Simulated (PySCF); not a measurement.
## [CeCl3(NH3)]+ at several levels of theory

Computed with PySCF 2.14.0 (density fitting, no spin-orbit coupling) at the geometry relaxed with PBE0:

```xyz
8
[CeCl3(NH3)]+ (singlet)
Ce   -0.0402    0.0402   -0.0402
Cl    1.2789    1.6163    1.2789
Cl   -1.6163   -1.2789    1.2789
Cl    1.2789   -1.2789   -1.6163
N    -1.4784    1.4784   -1.4784
H    -2.1012    2.1012   -0.9477
H    -0.9477    2.1012   -2.1012
H    -2.1012    0.9477   -2.1012
```

| level | basis | state | HOMO (eV) | gap (eV) | charge on Ce1 (e) | population of f-type functions on Ce1 (polarisation alone where 4f lies in the core) | dipole about the centre of mass (D) | largest force component (eV/Å) |
| --- | --- | --- | --- | --- | --- | --- | --- | --- |
| PBE0 | Ce lcecp-2-SVP with ECP46, Cl def2-SVP, N def2-SVP, H def2-SVP | singlet | – | – | 1.34 | 0.11 | 7.90 | 0.00 |
| revPBE | the same | singlet | – | – | 1.19 | 0.11 | 7.65 | 0.24 |
| B3LYP | the same | singlet | – | – | 1.25 | 0.11 | 7.78 | 0.22 |

In the lcecp rows the 4f levels are missing from HOMO and gap, and the state counts the valence alone.

Charges are Mulliken's, which hang on the basis. The relaxation used the grid (50, 194), these runs (75, 302) or, all-electron (x2c bases, spin-free X2C Hamiltonian), (99, 590).

Problem. What does PBE0 with Ce lcecp-2-TZVP with ECP46, Cl def2-TZVP, N def2-TZVP, H def2-TZVP give here?

Solution. state singlet, charge on Ce1 (e) 1.59, population of f-type functions on Ce1 (polarisation alone where 4f lies in the core) 0.15, dipole about the centre of mass (D) 7.74, largest force component (eV/Å) 0.29. Time: 22 s on 2 threads of Arm Neoverse V1, on a shared host, from free ions and atoms.
